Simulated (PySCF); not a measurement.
# V²⁺ (vanadium, charge +2) across methods

[Ar] 3d2 4p1, one real determinant (an excited configuration). Calculation: PySCF 2.14, in x2c-TZVPPall (6s5p4d2f1g, 64 functions); scalar relativity by spin-free X2C-1e.

```json
{"method": "PBE0", "E (hartree)": "-947.789", "mean ε 3p β (eV)": "-69.313", "mean ε 3d α (eV)": "-31.480", "mean ε 4p α (eV)": "-16.677", "Σ⟨r²⟩ (bohr²)": "24.26", "⟨S²⟩": "3.751"}
{"method": "UHF", "E (hartree)": "-947.04933", "mean ε 3p β (eV)": "-76.531", "mean ε 3d α (eV)": "-38.045", "mean ε 4p α (eV)": "-18.040", "Σ⟨r²⟩ (bohr²)": "24.92", "⟨S²⟩": "3.753"}
{"method": "r2SCAN", "E (hartree)": "-947.951", "mean ε 3p β (eV)": "-67.312", "mean ε 3d α (eV)": "-29.686", "mean ε 4p α (eV)": "-16.086", "Σ⟨r²⟩ (bohr²)": "24.20", "⟨S²⟩": "3.751"}
{"method": "LDA", "E (hartree)": "-945.743", "mean ε 3p β (eV)": "-66.488", "mean ε 3d α (eV)": "-29.018", "mean ε 4p α (eV)": "-16.083", "Σ⟨r²⟩ (bohr²)": "24.07", "⟨S²⟩": "3.750"}
{"method": "CAM-B3LYP", "E (hartree)": "-948.032", "mean ε 3p β (eV)": "-70.696", "mean ε 3d α (eV)": "-32.981", "mean ε 4p α (eV)": "-17.651", "Σ⟨r²⟩ (bohr²)": "24.20", "⟨S²⟩": "3.751"}
{"method": "TPSSh", "E (hartree)": "-948.012", "mean ε 3p β (eV)": "-67.816", "mean ε 3d α (eV)": "-30.270", "mean ε 4p α (eV)": "-16.234", "Σ⟨r²⟩ (bohr²)": "24.23", "⟨S²⟩": "3.751"}
{"method": "BLYP", "E (hartree)": "-948.029", "mean ε 3p β (eV)": "-66.226", "mean ε 3d α (eV)": "-28.993", "mean ε 4p α (eV)": "-15.910", "Σ⟨r²⟩ (bohr²)": "24.12", "⟨S²⟩": "3.750"}
```

Estimate the same row for PBE.

E (hartree) = -947.749; mean ε 3p β (eV) = -66.428; mean ε 3d α (eV) = -29.072; mean ε 4p α (eV) = -16.073; Σ⟨r²⟩ (bohr²) = 24.17; ⟨S²⟩ = 3.750.

⟨L²⟩ = 13.95 against 20 for a pure G term, so this real determinant mixes terms.
